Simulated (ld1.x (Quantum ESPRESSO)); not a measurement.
# Transferability test, TM potential for Cr (Z = 24)

Cr, norm-conserving Troullier–Martins (Kleinman–Bylander form), made with ld1.x (Quantum ESPRESSO) 7.5 (PW91, scalar-relativistic). Core [Ar], reference 3d5.5 4s0.5 4p0. Waves: 4p (bound, empty): rc 4.20 bohr; 3d (bound): rc 1.10 bohr; 4s (bound): rc 2.95 bohr. Local part: the s channel. Core correction: none.

Energies are relative to the spin-unpolarised reference configuration 3d5.5 4s0.5 4p0; without spin polarisation the order of configurations can differ from experiment.

```
valence configuration  charge  ΔE all-electron (eV)  error AE − PS (meV)
          3d5 4s1 4p0       0                -0.719                  -25
          3d5 4s0 4p0      +1                 6.216                 +6.6
          3d4 4s0 4p0      +2                22.343                 -260
          3d2 4s0 4p0      +4               101.672                -3153
          3d5 4s0 4p1       0                 2.422                  -13
          3d6 4s0 4p0       0                 0.999                  -17
          3d4 4s1 4p0      +1                 7.341                 -309
```

ld1.x printed “convergence not achieved” for 2 of the counted tests; their residual had stalled under 1e-8, short of the target of 1e-14.
